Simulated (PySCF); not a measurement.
C₄H₅NSi, SMILES C#C[C@@H]([SiH3])C#N. Geometry: ωB97X-D3(BJ)/def2-SVP. The structure was generated by enumeration; whether it is a known compound was not checked.

Method: ωB97X-D3(BJ)/def2-SVP (PySCF).

Harmonic wavenumbers (cm⁻¹): 123, 131, 159, 165, 369, 434, 464, 549, 590, 656, 724, 759, 778, 929, 953, 955, 974, 1069, 1119, 1302, 2274, 2281, 2290, 2302, 2431, 3099, 3484. Rotational constants (GHz): 3.008, 2.655, 1.513; symmetry number 1.

Problem. Work out the zero-point energy and the ideal-gas rigid-rotor harmonic-oscillator thermochemistry at 298.15 K and 1 atm.

Solution. ZPE = ½ Σ hcν = ½ × 31364 cm⁻¹ = 187.60 kJ/mol. H − E(el) = 209.31 kJ/mol. Entropy in J/(mol K): translation 165.56, rotation 115.80, vibration 68.84, total 350.21. G − E(el) = 104.89 kJ/mol. Cp = 115.52 J/(mol K). Modes under 150 cm⁻¹ make the vibrational entropy uncertain.
